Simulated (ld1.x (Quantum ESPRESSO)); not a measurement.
**Transferability test, TM potential for manganese (Mn)**

manganese (Mn), norm-conserving Troullier–Martins (Kleinman–Bylander form), made with ld1.x (Quantum ESPRESSO) 7.5 (PBEsol, scalar-relativistic). Core [Ne], reference 3s2 3p6 3d5 4s2 4p0. Waves: 3p (bound): rc 1.05 bohr; 3d (bound): rc 1.10 bohr; 4f channel at 0.15 Ry: rc 0.95 bohr; 3s (bound): rc 0.90 bohr. Local part: the s channel. Core correction: none.

Occupied shells without a wave of their own: 4s. They enter only through the test configuration that unscreens the potential.

Energies are relative to the spin-unpolarised reference configuration 3s2 3p6 3d5 4s2 4p0; without spin polarisation the order of configurations can differ from experiment.

Task: Give the all-electron excitation energy and the error of the potential for: 3s2 3p6 3d5 4s1 4p0; 3s2 3p6 3d5 4s0 4p0; 3s2 3p6 3d4 4s0 4p0; 3s2 3p6 3d4 4s2 4p0; 3s2 3p6 3d5 4s1.5 4p0; 3s2 3p6 3d5 4s1 4p1; 3s2 3p6 3d4 4s2 4p1.

Result:

```json
{"valence configuration": "3s2 3p6 3d5 4s1 4p0", "charge": "+1", "ΔE all-electron (eV)": "8.432", "error AE − PS (meV)": "-89"}
{"valence configuration": "3s2 3p6 3d5 4s0 4p0", "charge": "+2", "ΔE all-electron (eV)": "23.944", "error AE − PS (meV)": "-228"}
{"valence configuration": "3s2 3p6 3d4 4s0 4p0", "charge": "+3", "ΔE all-electron (eV)": "56.424", "error AE − PS (meV)": "-351"}
{"valence configuration": "3s2 3p6 3d4 4s2 4p0", "charge": "+1", "ΔE all-electron (eV)": "13.213", "error AE − PS (meV)": "+12"}
{"valence configuration": "3s2 3p6 3d5 4s1.5 4p0", "charge": "+0.5", "ΔE all-electron (eV)": "3.371", "error AE − PS (meV)": "-39"}
{"valence configuration": "3s2 3p6 3d5 4s1 4p1", "charge": "0", "ΔE all-electron (eV)": "3.884", "error AE − PS (meV)": "-61"}
{"valence configuration": "3s2 3p6 3d4 4s2 4p1", "charge": "0", "ΔE all-electron (eV)": "7.828", "error AE − PS (meV)": "+33"}
```

Levels in the configuration 3s2 3p6 3d5 4s1 4p1:

| level | all-electron (eV) | pseudo (eV) |
| --- | --- | --- |
| 3s | -87.265 | -87.295 |
| 3p | -56.107 | -56.135 |
| 3d | -8.348 | -8.374 |
| 4s | -6.104 | -6.187 |
| 4p | -2.118 | -2.136 |

The 4s level has no wave, so the channel is fitted at the deeper level alone: the likely source of the large errors.
